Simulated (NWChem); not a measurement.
System: BeHF; SMILES [BeH][F]

Excerpt of the output:

```
             Northwest Computational Chemistry Package (NWChem) 7.3.0
             --------------------------------------------------------

 ORDER OF PRIMARY AXIS IS BEING SET TO 4
 C4V symmetry detected

                             Geometry "geometry" -> ""
                             -------------------------

 Output coordinates in angstroms (scale by  1.889725989 to convert to a.u.)

  No.       Tag          Charge          X              Y              Z
 ---- ---------------- ---------- -------------- -------------- --------------
    1 Be                   4.0000     0.00000000     0.00000000    -0.80509214
    2 H                    1.0000     0.00000000     0.00000000    -2.14325214
    3 F                    9.0000     0.00000000     0.00000000     0.59595786

 Effective nuclear repulsion energy (a.u.)      16.9176974145

      Symmetry information
      --------------------

 Group name             C4v
 Group number             18
 Group order               8
 No. of unique centers     3

                                 NWChem DFT Module
                                 -----------------

 Summary of "ao basis" -> "ao basis" (spherical)
 ------------------------------------------------------------------------------
       Tag                 Description            Shells   Functions and Types
 ---------------- ------------------------------  ------  ---------------------
 Be                        def2-tzvp                 9       19   5s3p1d
 H                         def2-tzvp                 4        6   3s1p
 F                         def2-tzvp                11       31   5s3p2d1f

      Symmetry analysis of basis
      --------------------------

        a1         24
        a2          0
        b1          4
        b2          4
        e          24

            General Information
            -------------------
          SCF calculation type: DFT
          Wavefunction type:  closed shell.
          No. of atoms     :     3
          No. of electrons :    14
           Alpha electrons :     7
            Beta electrons :     7
          Charge           :     0
          Spin multiplicity:     1
          Use of symmetry is: on ; symmetry adaption is: on
          Maximum number of iterations: 150
          AO basis - number of functions:    56
                     number of shells:    24
          Convergence on energy requested:  1.00D-06
          Convergence on density requested:  1.00D-05
          Convergence on gradient requested:  5.00D-04

              XC Information
              --------------
                         B3LYP Method XC Potential
                     Hartree-Fock (Exact) Exchange  0.200
                        Slater Exchange Functional  0.800 local
                    Becke 1988 Exchange Functional  0.720 non-local
              Lee-Yang-Parr Correlation Functional  0.810
                  VWN I RPA Correlation Functional  0.190 local

             Grid Information
             ----------------
          Grid used for XC integration:  medium
          Radial quadrature: Mura-Knowles
          Angular quadrature: Lebedev.
          Tag              B.-S. Rad. Rad. Pts. Rad. Cut. Ang. Pts.
          ---              ---------- --------- --------- ---------
          Be                  1.05       49           8.0       434
          H                   0.35       45           8.0       434
          F                   0.50       49           8.0       434
          Grid pruning is: on
          Number of quadrature shells:   143
          Spatial weights used:  Erf1

      Superposition of Atomic Density Guess
      -------------------------------------

 Sum of atomic energies:        -114.49046744

      Non-variational initial energy
      ------------------------------

 Total energy =    -114.588192
 1-e energy   =    -191.787276
 2-e energy   =      60.281386
 HOMO         =      -0.487295
 LUMO         =       0.011710

      Symmetry analysis of molecular orbitals - initial
      -------------------------------------------------

 !! scf_movecs_sym_adapt:    8 vectors were symmetry contaminated

  Symmetry fudging

 !! scf_movecs_sym_adapt:    8 vectors were symmetry contaminated

  Numbering of irreducible representations:

     1 a1          2 a2          3 b1          4 b2          5 e

  Orbital symmetries:

     1 a1          2 a1          3 a1          4 a1          5 e
     6 e           7 a1          8 a1          9 e          10 e
    11 a1         12 a1         13 e          14 e          15 a1
    16 a1         17 b1

     ---------------------------------------------
      Total Density - Mulliken Population Analysis
     ---------------------------------------------

    Atom       Charge   Shell Charges
 -----------   ------   -------------------------------------------------------
    1 Be   4     3.38   1.02  0.96  0.49  0.32  0.07  0.46  0.01  0.01  0.03
    2 H    1     1.06   0.20  0.53  0.32  0.01
    3 F    9     9.56   0.77  1.20  0.61  1.05  0.26  2.41  2.43  0.83  0.00  0.00  0.00

   convergence    iter        energy       DeltaE   RMS-Dens  Diis-err
 ---------------- ----- ----------------- --------- --------- ---------
 d= 0,ls=0.0,diis     1   -115.2416686423 -1.32D+02  1.87D-02  5.67D-01
 d= 0,ls=0.0,diis     2   -115.1260160105  1.16D-01  9.73D-03  2.31D+00
 d= 0,ls=0.0,diis     3   -115.3125993180 -1.87D-01  1.01D-03  2.59D-03
 d= 0,ls=0.0,diis     4   -115.3129969157 -3.98D-04  2.12D-04  2.38D-04
 d= 0,ls=0.0,diis     5   -115.3130450322 -4.81D-05  3.22D-05  5.29D-06
 d= 0,ls=0.0,diis     6   -115.3130455352 -5.03D-07  2.81D-06  1.95D-08

         Total DFT energy =     -115.313045535225
      One electron energy =     -193.375469108817
           Coulomb energy =       74.893682541860
    Exchange-Corr. energy =      -13.748956382790
 Nuclear repulsion energy =       16.917697414522

 Numeric. integr. density =       14.000000727862

                  Occupations of the irreducible representations
                  ----------------------------------------------

                     irrep           alpha         beta
                     --------     --------     --------
                     a1                5.0          5.0
                     a2                0.0          0.0
                     b1                0.0          0.0
                     b2                0.0          0.0
                     e                 2.0          2.0

                       DFT Final Molecular Orbital Analysis
                       ------------------------------------

 Vector    5  Occ=2.000000D+00  E=-4.229601D-01  Symmetry=e
              MO Center=  3.8D-17,  3.3D-17,  5.2D-01, r^2= 5.9D-01
   Bfn.  Coefficient  Atom+Function         Bfn.  Coefficient  Atom+Function
  ----- ------------  ---------------      ----- ------------  ---------------
    32      0.441313  3 F  py                35      0.359310  3 F  py
    38      0.233951  3 F  py                31      0.201236  3 F  px
    34      0.163843  3 F  px                 7     -0.113703  1 Be py
    37      0.106680  3 F  px                 6     -0.051848  1 Be px
    16      0.035297  1 Be d -1

 Vector    6  Occ=2.000000D+00  E=-4.229601D-01  Symmetry=e
              MO Center=  9.3D-17,  4.3D-17,  5.2D-01, r^2= 5.9D-01
   Bfn.  Coefficient  Atom+Function         Bfn.  Coefficient  Atom+Function
  ----- ------------  ---------------      ----- ------------  ---------------
    31      0.441313  3 F  px                34      0.359310  3 F  px
    37      0.233951  3 F  px                32     -0.201236  3 F  py
    35     -0.163843  3 F  py                 6     -0.113703  1 Be px
    38     -0.106680  3 F  py                 7      0.051848  1 Be py
    18     -0.035297  1 Be d  1

 Vector    7  Occ=2.000000D+00  E=-3.496020D-01  Symmetry=a1
              MO Center= -3.8D-15,  2.5D-15, -1.9D+00, r^2= 1.0D+00
   Bfn.  Coefficient  Atom+Function         Bfn.  Coefficient  Atom+Function
  ----- ------------  ---------------      ----- ------------  ---------------
     8      0.321936  1 Be pz                21      0.292737  2 H  s
    22      0.208058  2 H  s                  3      0.204110  1 Be s
    20      0.189944  2 H  s                  2     -0.119406  1 Be s
    30      0.117044  3 F  s                  4      0.084716  1 Be s
     1     -0.074150  1 Be s                  5      0.047191  1 Be s

 Vector    8  Occ=0.000000D+00  E=-1.040459D-02  Symmetry=e
              MO Center= -1.5D-13, -1.8D-13, -9.4D-01, r^2= 3.8D+00
   Bfn.  Coefficient  Atom+Function         Bfn.  Coefficient  Atom+Function
  ----- ------------  ---------------      ----- ------------  ---------------
    12      0.558037  1 Be px                13      0.412156  1 Be py
     6     -0.365991  1 Be px                 7     -0.270314  1 Be py
    37     -0.133998  3 F  px                31     -0.123514  3 F  px
    38     -0.098968  3 F  py                32     -0.091225  3 F  py
    34     -0.090451  3 F  px                35     -0.066806  3 F  py

 Vector    9  Occ=0.000000D+00  E=-1.040459D-02  Symmetry=e
              MO Center= -4.2D-13,  5.7D-13, -9.4D-01, r^2= 3.8D+00
   Bfn.  Coefficient  Atom+Function         Bfn.  Coefficient  Atom+Function
  ----- ------------  ---------------      ----- ------------  ---------------
    13      0.558037  1 Be py                12     -0.412156  1 Be px
     7     -0.365991  1 Be py                 6      0.270314  1 Be px
    38     -0.133998  3 F  py                32     -0.123514  3 F  py
    37      0.098968  3 F  px                31      0.091225  3 F  px
    35     -0.090451  3 F  py                34      0.066806  3 F  px

 Vector   10  Occ=0.000000D+00  E=-3.042547D-03  Symmetry=a1
              MO Center=  4.5D-13, -5.5D-13, -3.7D-01, r^2= 7.3D+00
   Bfn.  Coefficient  Atom+Function         Bfn.  Coefficient  Atom+Function
  ----- ------------  ---------------      ----- ------------  ---------------
     5      1.248590  1 Be s                 22     -0.477987  2 H  s
    30     -0.205102  3 F  s                  3      0.140885  1 Be s
    14      0.116013  1 Be pz                21     -0.113989  2 H  s
    29     -0.110902  3 F  s                 17     -0.090776  1 Be d  0
    20     -0.088913  2 H  s                 28     -0.081189  3 F  s

     ---------------------------------------------
      Total Density - Mulliken Population Analysis
     ---------------------------------------------

    Atom       Charge   Shell Charges
 -----------   ------   -------------------------------------------------------
    1 Be   4     3.62   1.02  0.96  0.45  0.20  0.04  0.81  0.01  0.06  0.07
    2 H    1     1.13   0.24  0.54  0.34  0.01
    3 F    9     9.25   0.77  1.20  0.60  1.00  0.28  2.29  2.16  0.95  0.00  0.01  0.00

     -------------------------------------------
      Total Density - Lowdin Population Analysis
     -------------------------------------------

    Atom       Charge   Shell Charges
 -----------   ------   -------------------------------------------------------
    1 Be   4     3.78   1.02  0.93  0.34  0.25  0.11  0.63  0.02  0.19  0.28
    2 H    1     1.09   0.24  0.49  0.35  0.02
    3 F    9     9.13   0.86  1.10  0.60  0.74  0.38  2.15  2.21  1.08  0.00  0.01  0.00

     Multipole analysis of the density
     ---------------------------------

     L   x y z        total         alpha         beta         nuclear
     -   - - -        -----         -----         ----         -------
     0   0 0 0     -0.000000     -7.000000     -7.000000     14.000000

     1   1 0 0     -0.000000     -0.000000     -0.000000      0.000000
     1   0 1 0     -0.000000     -0.000000     -0.000000      0.000000
     1   0 0 1     -0.305057     -0.152528     -0.152528      0.000000

     2   2 0 0     -7.448053     -3.724027     -3.724027      0.000000
     2   1 1 0      0.000000      0.000000      0.000000      0.000000
     2   1 0 1      0.000000      0.000000      0.000000      0.000000
     2   0 2 0     -7.448053     -3.724027     -3.724027      0.000000
     2   0 1 1     -0.000000     -0.000000     -0.000000      0.000000
     2   0 0 2    -11.067938    -24.072641    -24.072641     37.077343
```

Level: B3LYP/def2-TZVP. All runs use the structure optimised with PBE-D3(BJ)/def2-SVP.

**Question.** Which NWChem input produces such a log?

**Answer.** Several could match; the one computed here: the input that was run:
```
start job
memory heap 200 mb stack 900 mb global 1100 mb
geometry units angstroms noautoz
  Be     0.000000     0.000000    -0.776822
  H      0.000000     0.000000    -2.114982
  F      0.000000     0.000000     0.624228
end
basis spherical
  Be library def2-tzvp
  H library def2-tzvp
  F library def2-tzvp
end
dft
  xc b3lyp
  iterations 150
  mulliken
end
task dft energy
```
